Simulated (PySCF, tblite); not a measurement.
Isomers of C4H6F2O2Si. All values are computed: GFN2-xTB (tblite) harmonic vibrations without scaling, gas phase. Errors from tens to a few hundred cm⁻¹ against measured bands are possible. Modes of hydrogen on silicon can be 10 to 20 % off. One conformer each.

Electronic energies: PBE0/pcSseg-1 single points on the GFN2-xTB geometries (PySCF, gas phase).

| SMILES | electronic energy, lowest = 0 (kcal/mol) |
| --- | --- |
| O=C/C(=C\O[SiH3])C(F)F | 20.4 |
| O=C1CO[C@@H]([SiH2]F)[C@H]1F | 0.0 |
| O=CO[C@@]1(F)[SiH2]C[C@@H]1F | 32.0 |
| O=CO[C@@]1(F)[SiH2]C[C@H]1F | 32.2 |
| FCO[C@H]1C=C(F)[SiH2]O1 | 18.6 |
| O=C[C@@H]1OC[C@@H](F)[Si@H]1F | 2.1 |

Task: How do GFN2-xTB zero-point energies change the relative energies?

Result: 
| SMILES | ZPE (kcal/mol) | of it from modes above 1550 cm⁻¹ | electronic (kcal/mol) | with ZPE, lowest = 0 (kcal/mol) | lowest mode (cm⁻¹) | rings |
| --- | --- | --- | --- | --- | --- | --- |
| O=C1CO[C@@H]([SiH2]F)[C@H]1F | 59.6 | 26.1 | 0.0 | 0.0 | 37 | 1 |
| O=C[C@@H]1OC[C@@H](F)[Si@H]1F | 60.8 | 26.7 | 2.1 | 3.3 | 39 | 1 |
| FCO[C@H]1C=C(F)[SiH2]O1 | 60.0 | 26.0 | 18.6 | 19.1 | 55 | 1 |
| O=C/C(=C\O[SiH3])C(F)F | 57.2 | 24.7 | 20.4 | 18.1 | 26 | 0 |
| O=CO[C@@]1(F)[SiH2]C[C@@H]1F | 59.8 | 26.2 | 32.0 | 32.2 | 76 | 1 |
| O=CO[C@@]1(F)[SiH2]C[C@H]1F | 59.7 | 26.3 | 32.2 | 32.3 | 69 | 1 |

The zero-point energies span 3.6 kcal/mol, from `O=C/C(=C\O[SiH3])C(F)F` to `O=C[C@@H]1OC[C@@H](F)[Si@H]1F`. The lowest isomer stays, but the order above it changes.

Task: And how do the electronic energies of GFN2-xTB itself compare?

Result: `O=C1CO[C@@H]([SiH2]F)[C@H]1F` 0.0; `O=C[C@@H]1OC[C@@H](F)[Si@H]1F` 16.3; `FCO[C@H]1C=C(F)[SiH2]O1` 11.5; `O=C/C(=C\O[SiH3])C(F)F` 14.9; `O=CO[C@@]1(F)[SiH2]C[C@@H]1F` 39.2; `O=CO[C@@]1(F)[SiH2]C[C@H]1F` 37.7 kcal/mol, lowest = 0. Against the energies above, taken from the same isomer `O=C1CO[C@@H]([SiH2]F)[C@H]1F`, the largest difference is 14.2 kcal/mol.

Task: What do entropy and thermal enthalpy add at 298.15 K and 1 bar (rigid rotor, harmonic oscillator, one conformer each)?

Result: 
```
                       SMILES  point group  symmetry number  S (cal/(mol K))  H − H(0) (kcal/mol)  ZPE + H − H(0) − TS (kcal/mol)
 O=C1CO[C@@H]([SiH2]F)[C@H]1F           C1                1             99.1                 6.70                            36.7
O=C[C@@H]1OC[C@@H](F)[Si@H]1F           C1                1             98.3                 6.73                            38.3
      FCO[C@H]1C=C(F)[SiH2]O1           C1                1             96.5                 6.49                            37.7
       O=C/C(=C\O[SiH3])C(F)F           Cs                1            103.1                 7.13                            33.6
 O=CO[C@@]1(F)[SiH2]C[C@@H]1F           C1                1             94.1                 6.46                            38.2
  O=CO[C@@]1(F)[SiH2]C[C@H]1F           C1                1             94.3                 6.47                            38.1
```
